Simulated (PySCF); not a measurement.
**Question.** Write Cartesian coordinates for InChI=1S/C7H9F3/c1-5(2)6(3)4-7(8,9)10/h4H,1H2,2-3H3/b6-4+ as optimised with PBE0-D3(BJ)/def2-SVP.

**Answer.** 
```
atom  x, y, z in Å
C1    -2.3225    0.0844    0.6385
C2    -1.2034   -0.4793    0.1516
C3    -1.2227   -1.9002   -0.3345
C4     0.0661    0.2796    0.0824
C5     0.0744    1.6952    0.5806
C6     1.1676   -0.3101   -0.4225
C7     2.5098    0.3344   -0.5509
F8     2.4988    1.4023   -1.3632
F9     3.0001    0.7584    0.6240
F10    3.3927   -0.5337   -1.0546
H11   -3.2567   -0.4802    0.6884
H12   -2.3535    1.1130    1.0008
H13   -2.2195   -2.3421   -0.2058
H14   -0.9593   -1.9637   -1.4025
H15   -0.5010   -2.5244    0.2159
H16   -0.2178    1.7313    1.6412
H17    1.0551    2.1706    0.4832
H18   -0.6542    2.3015    0.0209
H19    1.1460   -1.3361   -0.7901
```

Any rigid rotation of these coordinates is as good. Atoms count from 1 in this order. Of the pairs four or more bonds apart, C3···H19 is among the closest relative to their van der Waals radii: 2.48 Å, 85 % of the sum of Bondi's values. The 6 C–C bonds span 1.344 Å (C1=C2, drawn double) to 1.502 Å (C2–C3, drawn single), a spread of 0.158 Å.

Bonds between heavy atoms (Å): C1=C2 1.344, C2–C3 1.502, C2–C4 1.481, C4–C5 1.501, C4=C6 1.348, C6–C7 1.494, C7–F8 1.342, C7–F9 1.342, C7–F10 1.337.

Method: PySCF, PBE0-D3(BJ)/def2-SVP geometry optimisation, gas phase.

PBE0-D3(BJ)/def2-SVP frequencies: not computed here. One conformer, not necessarily the lowest (C1–C2–C4–C5 0°).

The run took 2.8 min on Intel Xeon 6975P-C, one thread, shared host with 32 logical CPUs at a one-minute load of 6.5, and the process peaked at 0.85 GiB of memory. This is the geometry optimisation.
